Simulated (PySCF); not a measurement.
Compound: C6H10O2S.
SMILES with atom numbers: `[CH2:1]=[CH:2][CH2:3][S:4](=[O:5])(=[O:6])[CH2:7][CH:8]=[CH2:9]` (hydrogens: H10, H11 on C1; H12 on C2; H13, H14 on C3; H15, H16 on C7; H17 on C8; H18, H19 on C9)

The same species was optimised twice, with GFN2-xTB and with PBE0-D3(BJ)/def2-SVP (PySCF), and the same property calculations (PySCF, gas phase) were run on both structures.

```tsv
coordinate	GFN2-xTB	PBE0-D3(BJ)/def2-SVP	change
C3–S4 (Å)	1.845	1.810	-0.035
S4–C7 (Å)	1.839	1.811	-0.028
S4=O6 (Å)	1.436	1.463	+0.027
S4=O5 (Å)	1.436	1.458	+0.022
C1=C2 (Å)	1.323	1.334	+0.011
C8=C9 (Å)	1.321	1.333	+0.012
C2–C3 (Å)	1.476	1.487	+0.011
C7–C8 (Å)	1.480	1.490	+0.010
C2–C3–S4 (°)	108.7	112.3	+3.6
O5–S4–O6 (°)	117.8	120.7	+2.9
S4–C7–C8 (°)	106.5	109.1	+2.6
C3–S4–O6 (°)	108.6	107.1	-1.5
O6–S4–C7 (°)	108.7	107.6	-1.1
C3–S4–O5 (°)	107.8	107.5	-0.3
C7–C8–C9 (°)	124.0	123.8	-0.2
O5–S4–C7 (°)	108.8	108.6	-0.2
C1–C2–C3–S4 (°)	-111	-120	-9
C2–C3–S4–O5 (°)	175	-176	+9
C3–S4–C7–C8 (°)	-179	-169	+10
S4–C7–C8–C9 (°)	-106	-111	-5
```

Rotational constants: A = 2211, B = 974.4, C = 819.1 MHz (GFN2-xTB) against A = 2243, B = 918.7, C = 787.5 MHz (PBE0-D3(BJ)/def2-SVP). Point groups within 0.08 Å: C1 and C1.

On the GFN2-xTB structure: HOMO (eV) -7.53 [PBE0/pcSseg-1]; LUMO (eV) -0.75 [PBE0/pcSseg-1]; dipole (D) 4.36 [PBE0/pcSseg-1]; GIAO shielding of C1/C9 (mean) (ppm) 54.5 [PBE0/pcSseg-1]; GIAO shielding of C2/C8 (mean) (ppm) 51.5 [PBE0/pcSseg-1]; GIAO shielding of C3/C7 (mean) (ppm) 121.5 [PBE0/pcSseg-1]; GIAO shielding of S4 (ppm) 197.0 [PBE0/pcSseg-1]; GIAO shielding of O5/O6 (mean) (ppm) 121.4 [PBE0/pcSseg-1].

Problem. What do these properties become on the PBE0-D3(BJ)/def2-SVP structure?

Solution. 
```csv
property,level,on GFN2-xTB,on PBE0-D3(BJ)/def2-SVP,change
HOMO (eV),PBE0/pcSseg-1,-7.53,-7.58,-0.05
LUMO (eV),PBE0/pcSseg-1,-0.75,-0.75,0.00
dipole (D),PBE0/pcSseg-1,4.36,4.41,+0.05
"energy, GFN2-xTB geometry as zero (kcal/mol)",PBE0/pcSseg-1,0.0,-3.6,-3.6
GIAO shielding of C1/C9 (mean) (ppm),PBE0/pcSseg-1,54.5,52.0,-2.5
GIAO shielding of C2/C8 (mean) (ppm),PBE0/pcSseg-1,51.5,48.5,-3.0
GIAO shielding of C3/C7 (mean) (ppm),PBE0/pcSseg-1,121.5,122.5,+1.0
GIAO shielding of S4 (ppm),PBE0/pcSseg-1,197.0,188.9,-8.1
GIAO shielding of O5/O6 (mean) (ppm),PBE0/pcSseg-1,121.4,115.2,-6.2
```

The heavy atoms differ by 0.133 Å rms after alignment. Among bonds between heavy atoms C3–S4 changes most (-0.035 Å). Changes are differences of the printed values. Neither structure is proved a minimum here.

Conformer computed: `[CH2:1]=[CH:2][CH2:3][S:4](=[O:5])(=[O:6])[CH2:7][CH:8]=[CH2:9]`: C1–C2–C3–S4 -120°, C2–C3–S4–O5 -176°, C3–S4–C7–C8 -169°, S4–C7–C8–C9 -111°.
